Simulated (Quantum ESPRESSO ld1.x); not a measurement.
Results of a calculation; reference values are marked as such.
One sound ld1.x (Quantum ESPRESSO 7.5) input for neutral osmium gives E = -17244.024 hartree in 28 iterations:

```
 &input
    zed=76.0,
    iswitch=1,
    rel=1,
    dft='PZ',
    config='[Xe] 4f14 5d6 6s2',
    prefix='ld1',
    max_out_wfc=37,
    file_charge='ld1.rho',
 /
```

Changed or added lines, one case at a time, and what came of them:

- rmax=1000.0: harmless. The energy moves by less than 1e-5 hartree against the default mesh (-17244.024 hartree).
- isic=1 latt=1: refused. The program stops in ld1_readin with "isic and latter correction not allowed": the two corrections exclude each other.
- confg=1: refused. The program stops in ld1_readin with "reading input namelist": the namelist holds a keyword that &input does not know.
- lsd=2: refused. The program stops in ld1_readin with "lsd not correct": lsd takes 0 or 1.
- config='[Zn] 4f14 5d6 6s2': refused. The program stops in el_config with "wrong core: Zn": the cores known are He, Ne, Ar, Kr, Xe, Hg and Rn.
- beta=0.01: not converged. So little new potential is mixed in that the limit of 200 iterations comes first; the energy is off by +0.1771 hartree.
- config='[Xe] 4f14 5d6 6s': refused. The program stops in el_config with "no occupancy field?": each term needs its occupation.
